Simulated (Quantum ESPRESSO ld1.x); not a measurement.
Results of a calculation; reference values are marked as such.
The palladium ion Pd40+, configuration [He] 2s2 2p2. Code: ld1.x of Quantum ESPRESSO 7.5. Model: scalar-relativistic Kohn-Sham, LDA (Slater exchange, VWN5 correlation), spin-polarised, spherical densities, point nucleus; open shells are filled with parallel spins first.

Normalised radial functions P(r) = r R(r), r in bohr:

```
   r/bohr * 1s down, o 2p up (the largest magnitude, 5.02, reaches the edge; | marks zero, & curves that meet)
 0.001201 o        *
 0.001602 o           *
 0.002136 o              *
 0.002827 o                  *
  0.00377 o                       *
 0.005028 |o                            *
 0.006707 |o                                  *
 0.008945 | o                                        *
  0.01184 |   o                                            *
  0.01579 |     o                                              *
  0.02105 |        o                                             *
  0.02808 |            o                                      *
  0.03745 |                 o                          *
  0.04956 |                       o         *
   0.0661 |                    *       o
  0.08816 |         *                     o
   0.1176 |   *                         o
   0.1568 |*                    o
   0.2092 *            o
   0.2767 *    o
   0.3691 *o
```

1s down: eigenvalue -27399 eV, 0 radial nodes, <r> = 0.0318 bohr, 90 % of the charge inside 0.0569 bohr. 2p up: eigenvalue -6058.9 eV, 0 radial nodes, <r> = 0.113 bohr, 90 % of the charge inside 0.182 bohr.
